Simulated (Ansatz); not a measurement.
AlO₃H₃⁺. Total charge 1; doublet. Geometry PBE0-D4/def2-TZVP, that of the neutral singlet; atoms count from 1.

```xyz
7

Al   -0.001    0.000    0.000
O     0.722   -0.718    1.347
O    -0.064   -0.832   -1.468
O    -0.661    1.550    0.122
H    -0.462   -0.463   -2.254
H     1.109   -1.591    1.321
H    -0.644    2.055    0.933
```

The structure comes from a short search, and lower isomers may exist.

Estimate the Mulliken populations from the PBE0/def2-TZVP orbitals of Ansatz.


```csv
atom,charge (e),spin (α − β)
Al1,0.79,-0.06
O2,-0.25,0.49
O3,-0.34,0.30
O4,-0.34,0.30
H5,0.38,-0.01
H6,0.39,-0.01
H7,0.38,-0.01
```
Mulliken values depend strongly on the basis.

Where does the spin sit?

Summed by element: Al -0.06, O 1.08, H -0.03, of 1 unpaired in all. Largest on single atoms: O2 0.49, O4 0.30, O3 0.30.

And the Mayer bond orders between heavy atoms (over 0.3)?

Al1–O2 1.11 (1.69 Å); Al1–O3 1.17 (1.69 Å); Al1–O4 1.17 (1.69 Å).
